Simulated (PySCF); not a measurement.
# A search over the determinants of TeS

Unrestricted PBE0; basis Te def2-SVPD with ECP28, S def2-SVPD; scalar-relativistic core potentials; PySCF 2.14. Outer shells of the fragments: Te 4d10 5s2 5p4; S 3s2 3p4.

Followed along the bond (rough minima from three points):

```tsv
2Ms+1	unpaired	⟨S²⟩ at the start	R at minimum (Å)	Te (eV)
3	π ↑↑	2.01	2.26	0.00
1	π ↑↓	1.01	2.26	0.23
1	none	0.00	2.26	0.94
5	σ ↑, π ↑↑↑	6.01	none in the scan	≤ 3.24
```

Solutions found at the starting distance of 2.305 Å, counted from the lowest of them; the search is not exhaustive and high or unbound solutions are not listed, so other states can lie among these:

```csv
2Ms+1,unpaired,term,E (eV),⟨S²⟩,⟨Lz²⟩,μ (D)
3,π ↑↑,³Σ⁻,0.00,2.01,0.00,-1.82
1,π ↑↓,mixed,0.22,1.01,2.02,-1.78
1,none,mixed,0.94,0.00,2.00,-1.71
3,π ↑↑,mixed,2.17,2.01,2.01,-0.70
3,"σ ↑, π ↑",³Π,3.32,2.21,1.05,-0.98
1,"σ ↓, π ↑",mixed,3.56,1.01,1.01,-0.86
3,"σ ↑, π ↑",³Π,3.69,2.01,1.01,-1.28
1,"σ ↓, π ↑",mixed,3.96,1.01,1.01,-1.35
5,"σ ↑, π ↑↑↑",⁵Π,4.11,6.01,1.01,-0.47
3,"σ ↑, π ↑↑↓",mixed,4.70,3.01,3.02,-0.39
5,"σ ↑↑, π ↑↑",⁵Σ⁻,5.21,6.01,0.00,-0.80
1,"σ ↓↓, π ↑↑",mixed,6.19,2.01,0.00,-0.71
5,π ↑↑↑↑,mixed,7.83,6.01,2.00,3.00
5,π ↑↑↑↑,mixed,7.94,6.01,2.00,3.35
```

A term symbol is given only where ⟨S²⟩ and ⟨Lz²⟩ are close to those of a pure state; real π, δ and φ orbitals otherwise mix terms. A positive dipole means Te(−)S(+).

Spin–orbit coupling is left out. Counting both spins, an empty level lies below a filled one in some of these solutions, because spin and occupation are held.
